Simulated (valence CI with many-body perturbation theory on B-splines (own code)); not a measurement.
Results of a calculation; reference values are marked as such.
Level structure of Si VIII

Method: valence CI with perturbative core correlation (CI+MBPT): five valence electrons over a frozen Dirac-Fock core [He], radial functions for each j: 11 s, 11 p, 10 d, 8 f, 5 g, 2 h, with the one-electron correlation potential Σ1 (screened to all orders), the two-electron term Σ2, the three-electron term Σ3, Breit, model QED; selected single and double excitations, second order for the rest, scaled by the run's own slope (own B-spline code, finite nucleus).

No measured levels were compared; by estimate levels hold to about 100 cm⁻¹ or 0.05 % of their energy and the worst to 300 or 400 cm⁻¹, as in measured light ions of charge 2 to 7. Among the levels kept, up to 5700 cm⁻¹ of a level comes from second order outside the variational space, and about a tenth of that is noise between levels of different J, which matters for small intervals.

Levels 46 to 90 of 192, with energies above the lowest level, 2s2.2p3 4S°_3/2. "Leading %" is the weight of the configuration and term that name the level; weights of strongly mixed levels are sums over their largest components and can fall short. In the jj column 3d3/2^4 stands for four electrons in 3d with j = 3/2.

| No. | Configuration | Term | J | E (cm⁻¹) | Leading % | Leading jj | Second component | g |
| --- | --- | --- | --- | --- | --- | --- | --- | --- |
| 46 | 2s2.2p2.3d | 4F | 7/2 | 1618400 | 94 | 2s^2 2p1/2 2p3/2 3d5/2 (64 %) |  | 1.243 |
| 47 | 2s2.2p2.3d | 4F | 9/2 | 1620600 | 97 | 2s^2 2p3/2^2 3d5/2 (60 %) |  | 1.333 |
| 48 | 2s2.2p2.3d | 2P | 3/2 | 1624800 | 69 | 2s^2 2p1/2 2p3/2 3d3/2 (53 %) | 26 % 2s2.2p2.3d 4D | 1.291 |
| 49 | 2s2.2p2.3d | 4D | 1/2 | 1625800 | 76 | 2s^2 2p1/2 2p3/2 3d3/2 (94 %) | 20 % 2s2.2p2.3d 2P | 0.156 |
| 50 | 2s2.2p2.3d | 4D | 5/2 | 1627100 | 88 | 2s^2 2p3/2^2 3d3/2 (23 %) | 4 % 2s2.2p2.3d 4P | 1.361 |
| 51 | 2s2.2p2.3d | 4D | 3/2 | 1627700 | 67 | 2s^2 2p1/2 2p3/2 3d5/2 (53 %) | 26 % 2s2.2p2.3d 2P | 1.239 |
| 52 | 2s.2p3.3s | 4S° | 3/2 | 1628300 | 86 | 2s 2p1/2 2p3/2^2 3s (48 %) | 11 % 2s2.2p2.3p 4S° | 1.999 |
| 53 | 2s2.2p2.3d | 4D | 7/2 | 1628300 | 90 | 2s^2 2p1/2 2p3/2 3d5/2 (50 %) |  | 1.412 |
| 54 | 2s2.2p2.3d | 2P | 1/2 | 1630000 | 76 | 2s^2 2p3/2^2 3d5/2 (62 %) | 21 % 2s2.2p2.3d 4D | 0.525 |
| 55 | 2s2.2p2.3d | 2F | 5/2 | 1634000 | 95 | 2s^2 2p1/2 2p3/2 3d5/2 (52 %) |  | 0.869 |
| 56 | 2s2.2p2.3d | 4P | 5/2 | 1637100 | 91 | 2s^2 2p1/2 2p3/2 3d5/2 (42 %) | 4 % 2s2.2p2.3d 4D | 1.588 |
| 57 | 2s2.2p2.3p | 2P° | 3/2 | 1637600 | 93 | 2s^2 2p3/2^2 3p3/2 (64 %) | 4 % 2p4.3p 2P° | 1.334 |
| 58 | 2s2.2p2.3p | 2P° | 1/2 | 1637600 | 93 | 2s^2 2p3/2^2 3p1/2 (72 %) | 4 % 2p4.3p 2P° | 0.665 |
| 59 | 2s2.2p2.3d | 2F | 7/2 | 1638300 | 93 | 2s^2 2p3/2^2 3d5/2 (54 %) |  | 1.153 |
| 60 | 2s2.2p2.3d | 4P | 3/2 | 1638600 | 94 | 2s^2 2p3/2^2 3d3/2 (31 %) |  | 1.721 |
| 61 | 2s2.2p2.3d | 4P | 1/2 | 1639300 | 95 | 2s^2 2p3/2^2 3d3/2 (51 %) |  | 2.651 |
| 62 | 2s2.2p2.3d | 2D | 3/2 | 1659300 | 95 | 2s^2 2p1/2 2p3/2 3d5/2 (48 %) |  | 0.802 |
| 63 | 2s2.2p2.3d | 2D | 5/2 | 1660400 | 95 | 2s^2 2p1/2 2p3/2 3d3/2 (31 %) |  | 1.197 |
| 64 | 2s.2p3.3p | 6P | 3/2 | 1668700 | 99 | 2s 2p1/2 2p3/2^2 3p1/2 (45 %) |  | 2.401 |
| 65 | 2s.2p3.3p | 6P | 5/2 | 1669100 | 99 | 2s 2p1/2 2p3/2^2 3p3/2 (28 %) |  | 1.886 |
| 66 | 2s.2p3.3p | 6P | 7/2 | 1669700 | 99 | 2s 2p1/2 2p3/2^2 3p3/2 (55 %) |  | 1.715 |
| 67 | 2s2.2p2.3d | 2G | 7/2 | 1678400 | 93 | 2s^2 2p1/2 2p3/2 3d3/2 (50 %) |  | 0.899 |
| 68 | 2s2.2p2.3d | 2G | 9/2 | 1678700 | 97 | 2s^2 2p1/2 2p3/2 3d5/2 (60 %) |  | 1.111 |
| 69 | 2s2.2p2.3d | 2F | 7/2 | 1684500 | 93 | 2s^2 2p1/2 2p3/2 3d5/2 (57 %) |  | 1.133 |
| 70 | 2s2.2p2.3d | 2F | 5/2 | 1684800 | 76 | 2s^2 2p1/2 2p3/2 3d3/2 (46 %) | 20 % 2s2.2p2.3d 2D | 0.931 |
| 71 | 2s2.2p2.3d | 2D | 3/2 | 1685900 | 96 | 2s^2 2p1/2 2p3/2 3d3/2 (44 %) |  | 0.800 |
| 72 | 2s2.2p2.3d | 2D | 5/2 | 1687400 | 76 | 2s^2 2p3/2^2 3d5/2 (55 %) | 20 % 2s2.2p2.3d 2F | 1.130 |
| 73 | 2s2.2p2.3d | 2P | 1/2 | 1696900 | 96 | 2s^2 2p1/2 2p3/2 3d5/2 (36 %) |  | 0.675 |
| 74 | 2s.2p3.3p | 4P | 5/2 | 1697700 | 98 | 2s 2p1/2 2p3/2^2 3p3/2 (31 %) |  | 1.601 |
| 75 | 2s.2p3.3p | 4P | 3/2 | 1697900 | 77 | 2s 2p1/2 2p3/2^2 3p3/2 (28 %) | 19 % 2s2.2p2.3d 2P | 1.650 |
| 76 | 2s2.2p2.3d | 2P | 3/2 | 1698200 | 76 | 2s^2 2p3/2^2 3d5/2 (30 %) | 20 % 2s.2p3.3p 4P | 1.417 |
| 77 | 2s.2p3.3p | 4P | 1/2 | 1698200 | 98 | 2s 2p1/2 2p3/2^2 3p3/2 (60 %) |  | 2.662 |
| 78 | 2s2.2p2.3d | 2S | 1/2 | 1703700 | 95 | 2s^2 2p1/2 2p3/2 3d5/2 (34 %) |  | 2.001 |
| 79 | 2s.2p3.3s | 4D° | 7/2 | 1729200 | 97 | 2s 2p1/2 2p3/2^2 3s (97 %) |  | 1.429 |
| 80 | 2s.2p3.3s | 4D° | 5/2 | 1729200 | 97 | 2s 2p1/2 2p3/2^2 3s (72 %) |  | 1.372 |
| 81 | 2s.2p3.3s | 4D° | 3/2 | 1729300 | 97 | 2s 2p1/2 2p3/2^2 3s (54 %) |  | 1.201 |
| 82 | 2s.2p3.3s | 4D° | 1/2 | 1729400 | 97 | 2s 2p1/2 2p3/2^2 3s (43 %) |  | 0.000 |
| 83 | 2s2.2p2.3d | 2D | 5/2 | 1739400 | 94 | 2s^2 2p3/2^2 3d5/2 (63 %) | 4 % 2p4.3d 2D | 1.200 |
| 84 | 2s2.2p2.3d | 2D | 3/2 | 1740300 | 94 | 2s^2 2p3/2^2 3d3/2 (70 %) | 4 % 2p4.3d 2D | 0.799 |
| 85 | 2s.2p3.3s | 2D° | 5/2 | 1756900 | 95 | 2s 2p1/2 2p3/2^2 3s (88 %) |  | 1.202 |
| 86 | 2s.2p3.3s | 2D° | 3/2 | 1757100 | 95 | 2s 2p1/2 2p3/2^2 3s (54 %) |  | 0.802 |
| 87 | 2s.2p3.3d | 6D° | 9/2 | 1766500 | 99 | 2s 2p1/2 2p3/2^2 3d5/2 (55 %) |  | 1.556 |
| 88 | 2s.2p3.3d | 6D° | 7/2 | 1766500 | 99 | 2s 2p1/2 2p3/2^2 3d5/2 (35 %) |  | 1.588 |
| 89 | 2s.2p3.3d | 6D° | 5/2 | 1766500 | 99 | 2s 2p1/2 2p3/2^2 3d3/2 (36 %) |  | 1.658 |
| 90 | 2s.2p3.3d | 6D° | 1/2 | 1766500 | 99 | 2s 2p1/2 2p3/2^2 3d3/2 (53 %) |  | 3.337 |

Names give the largest LS component (configuration and term), which can be under half, so a name can repeat, a term be missing and a line seem to break the LS rules; names also repeat where a configuration has a term twice.

Where two levels of one J and parity lie close, their mixing, g and order are uncertain.
